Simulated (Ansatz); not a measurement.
`[CH3][Zn][CH]=S`. Charge 0, multiplicity 1. For Zn the d shell is correlated and the shells below it are frozen. Scalar relativity is left out up to krypton.

| atom | x (Å) | y (Å) | z (Å) |
| --- | --- | --- | --- |
| C1 | 0.2937 | 1.0639 | -1.3090 |
| Zn2 | -0.0081 | -0.2822 | 0.0449 |
| C3 | -0.3416 | -1.4905 | 1.5330 |
| S4 | -0.6645 | -0.7107 | 2.9178 |
| H5 | -0.5935 | 1.1905 | -1.9338 |
| H6 | 1.1277 | 0.7851 | -1.9571 |
| H7 | 0.5258 | 2.0274 | -0.8499 |
| H8 | -0.3394 | -2.5834 | 1.5541 |

**Question.** Give the diagnostics of a CCSD(T)/def2-TZVPP run (frozen core, the Gaussian-basis code of Ansatz). (Estimate.)

**Answer.** Computed: T1 = 0.0171, largest single amplitude 0.033, largest double 0.090, (T) share of the correlation energy 4.0 %, 12 CCSD cycles. The RHF solution is unstable towards an unrestricted one. T1 lies under the customary mark of 0.02 for closed shells.
